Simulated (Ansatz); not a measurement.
Isolated molecules relaxed with PBE0-D4/def2-TZVP in Ansatz; ΔE leaves out vibrations. CBS: MP2 limit from def2 TZ/QZ plus the TZ coupled-cluster correction, frozen cores. Functionals use def2-TZVPP. B3LYP here is the variant with VWN-RPA as its local correlation; programs differ in this. For Br, Ge outer-core shells are correlated without core-valence functions, which leaves a few kJ/mol of doubt a bond. Scalar relativity is left out up to krypton. Each species was taken in one conformer, which may not be the lowest.

`[BH2][GeH2][Br]` + `O[SiH2][GeH3]` → `BO[SiH2][GeH3]` + `[GeH3][Br]`  (cleavage of the B–Ge bond)

`[BH2][GeH2][Br]`:

Z-matrix (Å, degrees):
```
Ge
Br 1 2.323
B 1 2.054 2 111.2
H 1 1.539 2 105.7 3 122.6
H 1 1.539 2 105.7 3 -122.5
H 3 1.191 1 121.7 2 -0.6
H 3 1.195 1 118.5 2 179.4
```

`O[SiH2][GeH3]`:

Z-matrix (Å, degrees):
```
Si
Ge 1 2.375
O 1 1.653 2 106.7
H 1 1.492 2 110.4 3 121.0
H 1 1.492 2 110.4 3 -121.0
H 2 1.539 1 109.5 3 -180.0
H 2 1.537 1 111.1 3 60.5
H 2 1.537 1 111.1 3 -60.5
H 3 0.958 1 117.7 2 179.9
```

`BO[SiH2][GeH3]`:

```xyz
11

B    -1.237   -1.114    1.326
O    -1.013   -1.327    0.018
Si   -0.078   -0.531   -1.107
Ge    1.073    1.341   -0.183
H    -1.975   -1.862    1.904
H    -0.704   -0.192    1.890
H     0.888   -1.519   -1.651
H    -0.984   -0.097   -2.200
H     2.032    0.919    0.942
H     0.097    2.392    0.367
H     1.902    1.991   -1.306
```

`[GeH3][Br]`:

Cartesian coordinates in Å:
```
Ge -0.070 0.128 -0.122
Br 0.778 -1.426 1.361
H 1.019 1.181 -0.346
H -1.319 0.735 0.523
H -0.408 -0.619 -1.416
```

```
        level  ΔE (kJ/mol)
       PBE-D4       -145.3
    r2SCAN-D4       -150.8
      PBE0-D4       -145.8
          PBE       -144.0
       r2SCAN       -150.4
        B3LYP       -152.3
 HF/CBS(def2)       -158.4
MP2/CBS(def2)       -149.3
```

What does CCSD(T)/CBS give? (An estimate is asked.)

Computed: -146.8 kJ/mol. The listed levels differ from it by 1.5, -4.0, 1.0, 2.8, -3.6, -5.5, -11.6, -2.5 kJ/mol.

Largest T1 diagnostic among the species: 0.013.

In def2-TZVPP, CCSD(T) changes the Hartree–Fock value by +6.2 kJ/mol (the triples alone add −1.0 kJ/mol) and MP2 by +3.8 kJ/mol.
